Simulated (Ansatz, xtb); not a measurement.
**Two isomers of C3H7FO2S2**

Structure X: `CCSS(=O)(=O)CF`, a singlet. Structure Y: `CS(=O)(=O)CSCF`, a singlet. Both are isolated molecules in the gas phase, relaxed with PBE-D3(BJ)/def2-SVP; each stands in its lowest conformer found.

X (Å):

```tsv
atom	x (Å)	y (Å)	z (Å)
C	-1.4396	0.0709	-2.7680
C	-0.6275	-0.4047	-1.5727
C	-0.6854	0.9797	2.0048
F	0.5161	0.9940	1.3656
O	-3.2883	0.6540	1.6177
O	-1.9251	1.9556	-0.1696
S	-1.6597	-1.0306	-0.1780
S	-2.0785	0.8409	0.7933
H	-2.0699	0.9344	-2.4831
H	-0.7581	0.3929	-3.5829
H	-2.0931	-0.7337	-3.1593
H	0.0195	-1.2732	-1.8180
H	0.0296	0.3865	-1.1632
H	-0.8751	1.9399	2.5328
H	-0.7795	0.1075	2.6842
```

Y (Å):

| atom | x (Å) | y (Å) | z (Å) |
| --- | --- | --- | --- |
| C | -2.2429 | -1.5215 | 2.4267 |
| C | -2.0785 | 0.9273 | 0.9320 |
| C | -0.0042 | 2.3519 | 2.0740 |
| F | 0.1352 | 3.2263 | 1.0205 |
| O | 0.0337 | -0.7116 | 1.3095 |
| O | -1.8890 | -1.4733 | -0.2337 |
| S | -1.4149 | -0.7920 | 0.9917 |
| S | -1.7518 | 1.9405 | 2.3956 |
| H | -3.3247 | -1.6076 | 2.2175 |
| H | -2.0365 | -0.8905 | 3.3105 |
| H | -1.7835 | -2.5211 | 2.5377 |
| H | -3.1713 | 0.8508 | 0.7717 |
| H | -1.6106 | 1.3624 | 0.0255 |
| H | 0.5422 | 1.4112 | 1.8561 |
| H | 0.3598 | 2.8198 | 3.0139 |

Q: Estimate E(Y) − E(X) at the level CCSD(T)/def2-SVP + ΔMP2/def2-TZVPP.

A: Calculated at CCSD(T)/def2-SVP + ΔMP2/def2-TZVPP: E(Y) − E(X) = −2.9 kcal/mol, so structure Y lies lower.

The same difference at several levels:

```json
{"level": "GFN2-xTB", "geometry": "GFN2-xTB", "E(Y) − E(X) (kcal/mol)": "+13.2", "departure from the last row (kcal/mol)": "+16.1", "job, with rough time for the two": "optimisation, 0.55 s"}
{"level": "HF/STO-3G", "geometry": "GFN2-xTB", "E(Y) − E(X) (kcal/mol)": "−0.7", "departure from the last row (kcal/mol)": "+2.2", "job, with rough time for the two": "single point, 0.52 s"}
{"level": "r2SCAN-D4/def2-SVP", "geometry": "GFN2-xTB", "E(Y) − E(X) (kcal/mol)": "−0.2", "departure from the last row (kcal/mol)": "+2.7", "job, with rough time for the two": "single point, 5 s"}
{"level": "PBE-D3(BJ)/def2-SVP", "geometry": "PBE-D3(BJ)/def2-SVP", "E(Y) − E(X) (kcal/mol)": "+0.9", "departure from the last row (kcal/mol)": "+3.7", "job, with rough time for the two": "optimisation, 34 s"}
{"level": "HF/def2-SVP", "geometry": "PBE-D3(BJ)/def2-SVP", "E(Y) − E(X) (kcal/mol)": "−6.6", "departure from the last row (kcal/mol)": "−3.7", "job, with rough time for the two": "part of the CCSD(T) run"}
{"level": "MP2/def2-SVP", "geometry": "PBE-D3(BJ)/def2-SVP", "E(Y) − E(X) (kcal/mol)": "−2.1", "departure from the last row (kcal/mol)": "+0.8", "job, with rough time for the two": "part of the CCSD(T) run"}
{"level": "CCSD(T)/def2-SVP", "geometry": "PBE-D3(BJ)/def2-SVP", "E(Y) − E(X) (kcal/mol)": "−1.6", "departure from the last row (kcal/mol)": "+1.3", "job, with rough time for the two": "single point"}
{"level": "CCSD(T)/def2-SVP + ΔMP2/def2-TZVPP", "geometry": "PBE-D3(BJ)/def2-SVP", "E(Y) − E(X) (kcal/mol)": "−2.9", "departure from the last row (kcal/mol)": "", "job, with rough time for the two": "single point, 2.4 min"}
```

As drawn, Y has 2 C–S in place of 1 C–C, 1 S–S.

GFN2-xTB, PBE-D3(BJ)/def2-SVP put the two in the other order. r2SCAN-D4/def2-SVP finds them nearly level. The largest departure from CCSD(T)/def2-SVP + ΔMP2/def2-TZVPP is that of GFN2-xTB, 16.1 kcal/mol. The last row adds to CCSD(T) the change of the MP2 difference between the two basis sets, here −1.3 kcal/mol.

With thermal terms from frequencies at re-optimised GFN2-xTB minima (ideal gas, soft modes damped towards free rotors, one conformer each, 298.15 K, 1 atm): the zero-point term adds −1.2 kcal/mol; ΔH is −4.1 and ΔG −4.0 kcal/mol.

The correlated steps freeze 16 core orbitals. Programs: Ansatz 0.2.0, xtb 6.7.1; the last row on 4 threads of Arm Neoverse V1 on a shared host.
